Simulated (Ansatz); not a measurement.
Mulliken charges of CH$_{4}$Sb, SMILES `[CH3][SbH]` radical from PBE/def2-TZVPP in Ansatz (PBE0-D4/def2-TZVP geometry).

```csv
atom,x (Å),y (Å),z (Å),charge (e)
C1,-0.222,-0.364,-0.464,-0.528
Sb2,0.248,0.031,1.609,0.234
H3,-0.906,0.396,-0.841,0.131
H4,-0.691,-1.345,-0.542,0.129
H5,0.690,-0.350,-1.060,0.131
H6,0.924,1.567,1.252,-0.097
```

**Question.** By hand: the dipole of these point charges (1 e Å = 4.8032 D).

**Answer.** Σ q r = (-0.032, -0.120, 0.181) e Å, of length 0.220 e Å = 1.06 D.

**Question.** How does the dipole of the full density compare? (Best estimate.)

**Answer.** The calculation gave: (-0.051, -0.069, -0.133) e Å, 0.76 D; the point charges give 1.39 times that, at 114° from its direction.

Point charges leave out the atoms' own dipoles, such as those of lone pairs, and Mulliken's split depends on the basis, so the two needn't agree.
